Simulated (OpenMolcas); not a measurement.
# Tm3+ in CaO: curves along the breathing mode

Tm3+ with its 6 nearest oxide ions, on the Ca site of CaO (a = 4.8105 Å, distance in the model lattice 2.405 Å). The rest of the host is ab initio model potentials to 7.6 Å, with orthogonalisation functions on the cations behind the ligands, and point charges beyond; the distance is set by hand and nothing relaxes, and no local charge compensation is placed. Ligand basis ANO-RCC-VDZP.

```json
{
 "Program": "OpenMolcas 26.06",
 "Method": "CASSCF",
 "Basis": "ANO-RCC-VDZP [7s6p4d2f1g]",
 "Scalar Hamiltonian": "DKH2, point nucleus",
 "Active space": "12 electrons in 7 orbitals (4f)",
 "State averaging": "2S+1 = 3 even, 21 roots; 2S+1 = 1 even, 27 roots kept (CI in the orbitals of an earlier block)",
 "Spin-orbit coupling": "RASSI with atomic mean-field integrals over the reference wave functions"
}
```

Spin-free energies (labels of O, the rotations of Oh) in cm-1 above the lowest fitted minimum, as all ligands move together:

```tsv
R (Å)	3T1	3E	3T2	3T1(2)	3A2	3T2(2)	3T1(3)
2.158	640	840	1140	1500	8830	8900	9090
2.209	150	320	590	910	8300	8360	8540
2.26	2640	2790	3040	3340	10780	10830	10980
2.311	7800	7940	8160	8440	15910	15960	16100
2.362	15380	15500	15710	15960	23480	23520	23650
2.413	25210	25320	25510	25750	33290	33330	33450
2.463	36940	37040	37220	37450	45010	45050	45160
```

Cubic fits give the following; the wavenumber is harmonic, with the mass of all moving ligands, small differences in it between states hang on the degree of the fit, a number in brackets counts states of one label, and the table is a selection of at most 14 states with clean curves.

```
 State  R0 (Å)  Breathing mode (cm-1)  Minimum (cm-1)
   3T1   2.191                    633               0
    3E   2.191                    633             180
   3T2   2.192                    633             460
3T1(2)   2.192                    634             800
   3A2   2.191                    633            8170
3T2(2)   2.192                    633            8230
3T1(3)   2.192                    633            8410
   1T2   2.190                    633            8660
    1E   2.192                    634            9570
   1T1   2.192                    634            9690
   1A1   2.192                    634            9850
 1E(2)   2.191                    633           27790
1T2(2)   2.192                    633           28420
 1E(3)   2.191                    633           33640
```

For an f ion spin-orbit coupling outweighs the ligand field, so these spin-free curves are not those of observable levels.

Without dynamic correlation the ligand-field splitting of an f shell can come out too small, at times by half. No measured value stands beside these numbers.
